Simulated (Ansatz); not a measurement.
Calculated with Ansatz (gas phase, PBE0-D4/def2-TZVP geometries, no zero-point term in ΔE). CBS: MP2 limit from def2 TZ/QZ plus the TZ coupled-cluster correction, frozen cores. For Ge outer-core shells are correlated without core-valence functions, which leaves a few kJ/mol of doubt a bond. Scalar relativity is left out up to krypton. Each species was taken in one conformer, which may not be the lowest.

Reaction (cleavage of the B–B bond): `BB(C)CC` + `O[SiH2][GeH2][F]` → `BO[SiH2][GeH2][F]` + `CBCC`

```csv
species,HF/def2-QZVPP energy (Eh)
`BB(C)CC`,-168.83327
`O[SiH2][GeH2][F]`,-2541.74543
`BO[SiH2][GeH2][F]`,-2567.05668
`CBCC`,-143.58633
```

Work out ΔE.

ΔE = (-2567.05668) + (-143.58633) − (-168.83327) − (-2541.74543) = -0.06431 Eh = -168.8 kJ/mol. CCSD(T)/CBS gives -147.7 kJ/mol.

Largest T1 diagnostic among the species: 0.013.

From PBE to PBE0 (25 % exact exchange), in def2-TZVPP and without D4, ΔE moves by −4.9 kJ/mol. In def2-TZVPP, CCSD(T) changes the Hartree–Fock value by +16.3 kJ/mol (the triples alone add +1.1 kJ/mol) and MP2 by +12.4 kJ/mol.
